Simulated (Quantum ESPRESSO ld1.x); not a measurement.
All-electron atom: Ge in [Ar] 3d10 4s2 4p2.

Calculated with ld1.x of Quantum ESPRESSO 7.5: scalar-relativistic Kohn-Sham, LDA (Slater exchange, Perdew-Wang correlation), spin-polarised, spherical densities, point nucleus, Perdew-Zunger self-interaction correction; open shells are filled with parallel spins first.

Energy parts (eV):
part                      energy
total                  -57191.39
kinetic                 58226.86
electron-nucleus      -137775.70
Hartree                 24603.19
exchange-correlation    -2245.74

Orbitals (lengths in bohr, moments of r in powers of bohr; <r^-3> diverges for s and p1/2):
orbital,occ.,eigenvalue (eV),<r^2>,<r>,<r^-3>
1s up,1,-11166.8,0.002967,0.04697,-
1s down,1,-11166.8,0.002967,0.04697,-
2s up,1,-1411.68,0.05225,0.2105,-
2s down,1,-1411.65,0.05225,0.2105,-
2p up,3,-1251.76,0.04123,0.1835,998.1
2p down,3,-1251.71,0.04124,0.1835,998.1
3s up,1,-180.896,0.4540,0.6270,-
3s down,1,-180.823,0.4537,0.6268,-
3p up,3,-128.355,0.4973,0.6494,134.8
3p down,3,-128.270,0.4965,0.6490,134.9
3d up,5,-42.3095,0.6837,0.7313,14.33
3d down,5,-42.1980,0.6745,0.7274,14.40
4s up,1,-16.4009,5.214,2.122,-
4s down,1,-15.1527,5.218,2.119,-
4p up,2,-7.5274,9.597,2.845,6.305
4p down,0,-6.2008,10.56,2.961,6.028

The highest occupied level is 4p up at -7.527 eV. Spin moment in Bohr magnetons: 2.
